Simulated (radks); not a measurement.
The numbers below are computed, except where a source is named.
Q: All-electron atom: Pb6+ in [Xe] 4f14 5d7 6d1 (not the ground configuration). Level of theory: non-relativistic Kohn-Sham, TPSS, spin-polarised, spherical densities, point nucleus; open shells are filled with parallel spins first (spin-orbit coupling, left out, can overturn this in heavy ions); meta-GGA in the generalised Kohn-Sham scheme; relativity is left out, which matters for an element this heavy (a radial shooting solver on a logarithmic mesh with Libxc functionals). Some entries of the table are withheld. Estimate them.

orbital  occ.  eigenvalue (hartree)  <1/r> (bohr^-1)
1s down     1             -2908.022            81.46
1s up       1             -2908.022            81.46
2s up       1             -492.5943            19.21
2s down     1             -492.5785            19.21
2p up       3             -474.3290            19.24
2p down     3             -474.3174            19.24
3s up       1             -119.9255            7.476
3s down     1             -119.9209            7.476
3p up       3             -111.2568            7.429
3p down     3             -111.2513            7.430
3d up       5             -95.14032            7.364
3d down     5             -95.12907            7.364
4s up       1             -29.10211            3.295
4s down     1             -29.09335            3.294
4p up       3             -25.29017            3.209
4p down     3             -25.27990            3.208
4d up       5             -18.27457            3.034
4d down     5             -18.26024            3.034
4f up       7              -8.79024            2.724
4f down     7              -8.77087            2.727
5s up       1              -7.36334            1.422
5s down     1              -7.26120            1.428
5p up       3              -6.05876            1.328
5p down     3              -5.95134            1.332
5d up       5                   (1)            1.117
5d down     2                   (2)            1.117
6d up       1              -1.63329           0.4788
6d down     0              -1.56056           0.4858

A: 
(1) 5d up eigenvalue (hartree): -3.88169
(2) 5d down eigenvalue (hartree): -3.77109
